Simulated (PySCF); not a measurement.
Assignment exercise: C5H10OSi

Bonds (- single, = double, # triple, : aromatic): O1=C2, C2-Si3, Si3-C4, C4-C5, C5-C6, C6-C7, C7-C4. C2 carries H8; Si3 carries H9, H10; C4 carries H11; C5 carries H12, H13; C6 carries H14, H15; C7 carries H16, H17. H12, H14, H16 are cis to Si3 on the ring; H13, H15, H17 are trans to Si3 on the ring.

How the numbers were obtained: shieldings: GIAO PBE0/pcSseg-1, geometry from GFN2-xTB, in PySCF 2.14 (no solvent model, equivalent nuclei averaged, single conformer, no relativistic terms).

Shifts are taken against calculated references (same method and geometry level): 13C (σ = 186.93 ppm), 1H (σ = 31.72 ppm) against TMS.

**Question.** Assign these signals to the numbered atoms. 13C{1H} NMR (computed): δ 245.3 (CH), 23.4 (CH2), 20.3 (CH2), 14.2 (CH).

**Answer.** 
245.3 → C2, carbonyl carbon
23.4 → C5/C7, sp3 CH2 in a ring: saturated and bonded to C and H only
20.3 → C6, sp3 CH2 in a ring
14.2 → C4, sp3 CH bonded to Si

**Question.** Assign these signals to the numbered atoms. 1H NMR (300 MHz, computed): δ 12.31 (t, 1H), 4.18 (m, 2H), 2.55 (m, 2H), 2.32 (m, 1H), 2.29 (m, 1H), 2.06 (m, 1H), 1.79 (m, 2H).

**Answer.** 
12.31 → H8, hydrogen on a carbonyl carbon
4.18 → H9/H10, hydrogen on a silicon bonded to 2 C
2.55 → H13/H17, hydrogen on an sp3 CH2 in a ring
2.32 → H11, hydrogen on an sp3 CH bonded to Si
2.29 → H14, hydrogen on an sp3 CH2 in a ring
2.06 → H15, hydrogen on an sp3 CH2 in a ring
1.79 → H12/H16, hydrogen on an sp3 CH2 in a ring

H11 and H14 lie closer than the usual error of such a calculation, so a measured spectrum could show them in the other order.

Shifts are as computed. Against solution values, carbons near 30 ppm lie about +3 ppm off and those near 130 ppm about +5 ppm. Of 1211 compounds with measured shifts, 218 miss one by over three times the rms of a fit or turn the order of signals round; such compounds aren't used in these exercises. Multiplicities follow the n + 1 count of equivalent neighbours, as no J values were calculated; m marks all less simple cases, F and P coupling included.
